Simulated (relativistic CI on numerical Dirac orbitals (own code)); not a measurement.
**Crystal-field levels of Tc³⁺, 4d4**

Calculated by Dirac-Coulomb-Breit CI, orbitals from a KLI potential per configuration, QED by a radiative potential, valence Slater integrals scaled by 0.85, one configuration in a parametric crystal field (own radial code).

Field parameters in Wybourne normalisation: Oh B⁴₀ = 21Dq, B⁴₄ = √(5/14) B⁴₀. The field is a parameter set, without covalency.

S and J are read from ⟨S²⟩ = S(S + 1) and ⟨J²⟩ = J(J + 1) of each level; they are not fictitious spins.

Oh, 10Dq = 6000 cm⁻¹, the lowest 16 levels:

```csv
E (cm⁻¹),Degeneracy,Irrep,S,J
0.0,1,A1,1.98,2.35
143,3,T1,1.99,2.55
277,2,E,1.99,2.75
360,3,T2,1.99,2.87
448,1,A2,2.00,3.00
5948,3,T2,1.99,2.45
5992,3,T1,1.99,2.70
6048,1,A1,1.99,3.03
6642,3,T1,1.99,3.40
6665,2,E,1.99,3.50
7040,3,T2,1.98,3.83
10501,1,A1,1.01,4.13
11084,3,T1,1.01,4.32
11392,3,T2,0.99,4.08
11497,2,E,1.00,3.97
15373,3,T2,0.97,4.96
```

Oh, 10Dq = 44250 cm⁻¹, the lowest 16 levels:

```csv
E (cm⁻¹),Degeneracy,Irrep,S,J
0.0,1,A1,1.00,4.39
584,3,T1,1.00,4.22
1454,3,T2,1.00,3.84
1461,2,E,1.00,3.80
10184,3,T2,0.02,4.47
11043,2,E,0.01,4.49
22441,1,A1,0.02,3.74
26903,1,A2,2.00,3.00
26911,3,T2,2.00,2.98
26918,2,E,2.00,2.97
26926,3,T1,2.00,2.95
26935,1,A1,2.00,2.94
42266,3,T1,1.00,5.01
42381,3,T2,1.00,4.98
42428,1,A1,1.00,4.30
42717,3,T1,1.00,4.25
```

Oh, 10Dq = 39500 cm⁻¹, the lowest 10 levels:

```csv
E (cm⁻¹),Degeneracy,Irrep,S,J
0.0,1,A1,1.00,4.38
591,3,T1,1.00,4.22
1462,3,T2,1.00,3.85
1468,2,E,1.00,3.81
10105,3,T2,0.02,4.49
11010,2,E,0.02,4.53
21968,1,A1,0.09,3.74
22232,1,A2,2.00,3.00
22241,3,T2,2.00,2.98
22252,2,E,2.00,2.96
```

The free-ion ground term has S = 2. The field overcomes the spin-pairing energy for Oh, 10Dq = 44250 cm⁻¹; Oh, 10Dq = 39500 cm⁻¹, where the ground state has lower spin; these fields are assumed values.

Levels of this model without a field, named by their leading LS term: ⁵D0 0, ⁵D1 322, ⁵D2 890, ⁵D3 1628, ⁵D4 2488, ³H4 15260, ³P0 15282, ³H5 16009 cm⁻¹.
